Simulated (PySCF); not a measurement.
A structure optimised at PBE-D3(BJ)/def2-SVP, used in a PySCF frequency run:

```xyz
11

Sn     0.0000     0.0000     0.3105
C      1.7793     0.0000    -0.9368
C     -1.7793     0.0000    -0.9368
H      0.0000     1.4089     1.3244
H      0.0000    -1.4089     1.3244
H      1.7875    -0.9011    -1.5798
H      2.6886     0.0000    -0.3059
H      1.7875     0.9011    -1.5798
H     -2.6886     0.0000    -0.3059
H     -1.7875    -0.9011    -1.5798
H     -1.7875     0.9011    -1.5798
```
Charge 0, spin multiplicity 1.

Problem. Write its SMILES, formula and point group.

Solution. [CH3][SnH2][CH3], C2H8Sn, C2v

Problem. What are its rotational constants (standard atomic weights)?

Solution. 9.5506, 4.5619, 3.3884 GHz
